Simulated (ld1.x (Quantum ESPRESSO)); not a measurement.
Scattering properties, RRKJ potential for Ti (Z = 22)

Ti (Z = 22), norm-conserving RRKJ (Kleinman–Bylander form), made with ld1.x (Quantum ESPRESSO) 7.5 (PBE, scalar-relativistic). Core [Ne], reference 3s2 3p6 3d2 4s1.5 4p0 (charge +0.5). Waves: 3p (bound): rc 1.00 bohr; 3d (bound): rc 1.65 bohr; 3s (bound): rc 1.45 bohr. Local part: the s channel. Core correction: none.

Occupied shells without a wave of their own: 4s. They enter only through the test configuration that unscreens the potential.

The phase is arctan(r·u′/u) with u = r·R(r), unwrapped; energies in Ry, scanned from -7 to 5 Ry. A pole is an energy at which the radial function vanishes at the test radius. The pseudo phase is shifted by a multiple of π to meet the all-electron one at the reference energy, and phase errors are pseudo minus all-electron; the curves can meet again beyond the range given. Levels narrower than the energy grid can be missing from the lists of poles.

Q: For each channel, where are the poles, and over which energies does the pseudopotential scatter like the atom?

A:

```tsv
channel	radius (bohr)	reference energy (Ry)	poles, all-electron	poles, pseudo	unbroken range about the reference energy with phases within 0.05 rad	phase error 1 Ry above the reference energy (rad)
s	1.80	-4.86	-4.33	-4.33	below -0.7	-0.004
p	1.80	-3.11	-2.38	-2.38	below 1.2	-0.003
d	1.80	-0.56	0.61	0.62	below 3.6	+0.001
```

The potential misses its own reference levels by up to 0.4 eV.

Phases in the p channel:

```csv
E (Ry),all-electron,pseudo
-7.00,1.310,1.309
-6.48,1.290,1.288
-5.96,1.263,1.261
-5.44,1.224,1.222
-4.92,1.161,1.158
-4.40,1.036,1.032
-3.88,0.661,0.653
-3.36,-0.731,-0.733
-2.84,-1.402,-1.403
-2.32,-1.584,-1.586
-1.80,-1.671,-1.675
-1.28,-1.729,-1.736
-0.76,-1.777,-1.787
-0.24,-1.823,-1.838
0.28,-1.874,-1.895
0.80,-1.933,-1.967
1.32,-2.011,-2.066
1.84,-2.121,-2.219
2.36,-2.291,-2.478
2.88,-2.575,-2.930
3.40,-3.038,-3.520
3.92,-3.578,-3.964
4.44,-3.971,-4.216
4.96,-4.203,-4.363
```
